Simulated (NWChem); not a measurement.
System: boron oxyfluoride (BOF); SMILES O=BF

Output (shortened):

```
             Northwest Computational Chemistry Package (NWChem) 7.3.0
             --------------------------------------------------------

 ORDER OF PRIMARY AXIS IS BEING SET TO 4
 C4V symmetry detected

 AUTOZ failed to generate good internal coordinates.
 Cartesian coordinates will be used in optimizations.

                             Geometry "geometry" -> ""
                             -------------------------

 Output coordinates in angstroms (scale by  1.889725989 to convert to a.u.)

  No.       Tag          Charge          X              Y              Z
 ---- ---------------- ---------- -------------- -------------- --------------
    1 F                    9.0000     0.00000000     0.00000000    -1.18931250
    2 B                    5.0000     0.00000000     0.00000000     0.09253696
    3 O                    8.0000     0.00000000     0.00000000     1.28014096

 Effective nuclear repulsion energy (a.u.)      51.8292265123

      Symmetry information
      --------------------

 Group name             C4v
 Group number             18
 Group order               8
 No. of unique centers     3

  xc_inp: hfexch multiplicative factor not found.

                           NWChem Geometry Optimization
                           ----------------------------

 maximum gradient threshold         (gmax) =   0.000450
 rms gradient threshold             (grms) =   0.000300
 maximum cartesian step threshold   (xmax) =   0.001800
 rms cartesian step threshold       (xrms) =   0.001200
 fixed trust radius                (trust) =   0.300000
 source of zmatrix                         =

          -------------------
          Energy Minimization
          -------------------

 Using diagonal initial Hessian

          --------
          Step   0

                                 NWChem DFT Module
                                 -----------------

 Summary of "ao basis" -> "ao basis" (spherical)
 ------------------------------------------------------------------------------
       Tag                 Description            Shells   Functions and Types
 ---------------- ------------------------------  ------  ---------------------
 F                          def2-svp                 6       14   3s2p1d
 B                          def2-svp                 6       14   3s2p1d
 O                          def2-svp                 6       14   3s2p1d

      Symmetry analysis of basis
      --------------------------

        a1         18
        a2          0
        b1          3
        b2          3
        e          18

            General Information
            -------------------
          SCF calculation type: DFT
          Wavefunction type:  closed shell.
          No. of atoms     :     3
          No. of electrons :    22
           Alpha electrons :    11
            Beta electrons :    11
          Charge           :     0
          Spin multiplicity:     1
          Use of symmetry is: on ; symmetry adaption is: on
          Maximum number of iterations: 150
          AO basis - number of functions:    42
                     number of shells:    18
          Convergence on energy requested:  1.00D-06
          Convergence on density requested:  1.00D-05
          Convergence on gradient requested:  5.00D-04

              XC Information
              --------------
                     Hartree-Fock (Exact) Exchange  1.000

      Superposition of Atomic Density Guess
      -------------------------------------

 Sum of atomic energies:        -198.48765991

      Non-variational initial energy
      ------------------------------

 Total energy =    -199.171201
 1-e energy   =    -376.472838
 2-e energy   =     125.472410
 HOMO         =      -0.543685
 LUMO         =       0.014457

      Symmetry analysis of molecular orbitals - initial
      -------------------------------------------------

 !! scf_movecs_sym_adapt:    6 vectors were symmetry contaminated

  Symmetry fudging

 !! scf_movecs_sym_adapt:    6 vectors were symmetry contaminated

[...]

      ----------------------
      Optimization converged
      ----------------------

  Step       Energy      Delta E   Gmax     Grms     Xrms     Xmax
  ---- ---------------- -------- -------- -------- -------- --------
@    3    -198.91886894 -2.3D-07  0.00017  0.00007  0.00016  0.00038
                                     ok       ok       ok       ok

                         Geometry "geometry" -> "geometry"
                         ---------------------------------

 Output coordinates in angstroms (scale by  1.889725989 to convert to a.u.)

  No.       Tag          Charge          X              Y              Z
 ---- ---------------- ---------- -------------- -------------- --------------
    1 F                    9.0000     0.00000000     0.00000000    -1.18109235
    2 B                    5.0000     0.00000000     0.00000000     0.08956708
    3 O                    8.0000     0.00000000     0.00000000     1.27489069

 Effective nuclear repulsion energy (a.u.)      52.1117373714

      Symmetry information
      --------------------

 Group name             C4v
 Group number             18
 Group order               8
 No. of unique centers     3

 ==============================================================================
                                internuclear distances
 ------------------------------------------------------------------------------
       center one      |      center two      | atomic units |  angstroms
 ------------------------------------------------------------------------------
    2 B                |   1 F                |     2.40120  |     1.27066
    3 O                |   2 B                |     2.23994  |     1.18532
 ------------------------------------------------------------------------------
                         number of included internuclear distances:          2
 ==============================================================================
```

Level: Hartree-Fock/def2-SVP. 

**Question.** Reconstruct the input file.

**Answer.** One answer among several that fit: the input that was run:
```
start job
memory heap 200 mb stack 700 mb global 900 mb
geometry units angstroms
  F     -1.163273     0.061110     0.017785
  B      0.116635    -0.006644    -0.001795
  O      1.302511    -0.068076    -0.019906
end
basis spherical
  * library def2-svp
end
dft
  xc hfexch
  iterations 150
end
driver
  maxiter 150
  linopt 0
end
task dft optimize
```
